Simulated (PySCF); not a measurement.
## Eu³⁴⁺ (europium, charge +34) across methods

[Ar] 3d10 4s1, 2S determinant. Calculation: PySCF 2.14, in an uncontracted even-tempered set (19 s from 3 bohr⁻², ratio 2.5; 13 p from 3.9 bohr⁻², ratio 2.5; 8 d from 6.9 bohr⁻², ratio 2.5; 4 f from 18 bohr⁻², ratio 2.7; 4 g from 28 bohr⁻², ratio 2.7); scalar relativity by spin-free X2C-1e.

```csv
method,E (hartree),mean ε 3d α (eV),mean ε 3d β (eV),mean ε 4s α (eV),Σ⟨r²⟩ (bohr²),⟨S²⟩
UHF,-10184.40019,-2453.2,-2452.0,-1452.1,1.463,0.750
PBE,-10185.72,-2396.9,-2395.8,-1437.0,1.463,0.750
PBE0,-10185.80,-2411.5,-2410.4,-1441.0,1.463,0.750
r2SCAN,-10186.21,-2402.2,-2400.9,-1436.2,1.463,0.750
revPBE,-10186.19,-2396.9,-2395.8,-1436.4,1.463,0.750
r2SCANh,-10186.19,-2407.5,-2406.2,-1437.9,1.463,0.750
LDA,-10177.41,-2396.7,-2395.6,-1437.3,1.464,0.750
```

Spin-orbit coupling, which splits the p, d and f shells strongly at this Z, is absent.
